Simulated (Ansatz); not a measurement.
```yaml
atoms:
  - { symbol: N, position_ang: [0.0000, 0.0000, 0.5650] }
  - { symbol: N, position_ang: [0.0000, 0.0000, -1.6950] }
```

Basis set: pcseg-2 (spherical functions). Charge 0, multiplicity 1.

Computed with Ansatz (development build ahead of 0.2.0); each method stands on the lowest determinant of its kind that the runs found.

Question: Give the atomization energy at this shape (free ground-state atoms in the same class of orbitals less the molecule, no zero-point energy) of singlet N2 by ωB97X (unrestricted), r²SCAN (unrestricted).

Answer:

```tsv
method	atomization energy
ωB97X (unrestricted)	7.36 kcal/mol
r²SCAN (unrestricted)	8.03 kcal/mol
```

Caution: the shape is not the minimum; the unrestricted determinant is a mixture of spin states.
